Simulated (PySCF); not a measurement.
Compound: ethylgermane, C2H8Ge.
Bonds: C1–C2, C2–Ge3. Hydrogens: H4, H5, H6 on C1; H7, H8 on C2; H9, H10, H11 on Ge3.

Computed by this run: PySCF 2.14.0, PBE0-D3(BJ)/def2-SVP geometry optimisation, gas phase; density fitting, grid level 1; the optimiser is geomeTRIC in internal coordinates, started from a GFN2-xTB structure with every atom displaced at random (about 0.01 Å).

Step 0: E = -58704.1050 eV
```
atom  x, y, z in Å  |  force x, y, z in eV/Å
C1     -1.3666    0.2924   -0.2523    0.261   1.068  -0.335
C2     -0.3188   -0.3939    0.5579    0.761   0.353  -0.016
Ge3     1.4851   -0.0495   -0.1351   -0.257  -0.185   1.206
H4     -2.3462    0.1153    0.1388   -1.126  -0.249   0.364
H5     -1.2326    1.3887   -0.2541    0.025  -0.037   0.014
H6     -1.3636   -0.0088   -1.2957    0.002  -0.253  -0.506
H7     -0.3571   -0.0665    1.6013    0.063   0.038   0.256
H8     -0.4809   -1.4603    0.5527   -0.037  -0.846   0.076
H9      1.6515   -0.5075   -1.5204    0.007  -0.504  -1.400
H10     2.5465   -0.7457    0.6987    0.257  -0.264   0.296
H11     1.8207    1.4098   -0.1074    0.044   0.878   0.045
```

Question: Estimate the geometry and energy of step 1. (The exact step hangs on the optimiser's Hessian estimate; all steps are aligned on step 0, rigid shifts and turns removed.)

Answer: E = -58704.2400 eV, largest force 0.394 eV/Å
```
atom  x, y, z in Å  |  force x, y, z in eV/Å
C1     -1.3879    0.3153   -0.2601   -0.134  -0.083   0.048
C2     -0.3010   -0.3865    0.5435   -0.030  -0.142   0.042
Ge3     1.5162   -0.0521   -0.1109    0.151   0.046  -0.319
H4     -2.3942    0.1219    0.1564    0.132  -0.002  -0.044
H5     -1.2470    1.4050   -0.2648    0.019   0.102  -0.008
H6     -1.4017   -0.0157   -1.3106    0.018  -0.008  -0.002
H7     -0.3308   -0.0703    1.5995    0.002  -0.004  -0.002
H8     -0.4541   -1.4819    0.5462    0.006   0.118  -0.002
H9      1.6527   -0.5530   -1.5904   -0.024   0.131   0.371
H10     2.5695   -0.7837    0.7598   -0.106   0.064  -0.077
H11     1.8164    1.4752   -0.0842   -0.033  -0.222  -0.008
```

The energy changes by -0.1350 eV. The first-order estimate −F·Δx gives -0.3574 eV and the mean of the old and new forces, exact on a quadratic surface, -0.1440 eV. The step makes an angle of 45° with the force vector and moves no atom by more than 0.083 Å.

What follows is the cost of the whole optimisation. Hardware: Arm Neoverse V1, one thread, shared host with 32 logical CPUs at a one-minute load of 16. Cost: 15 s, 0.41 GiB resident at most.
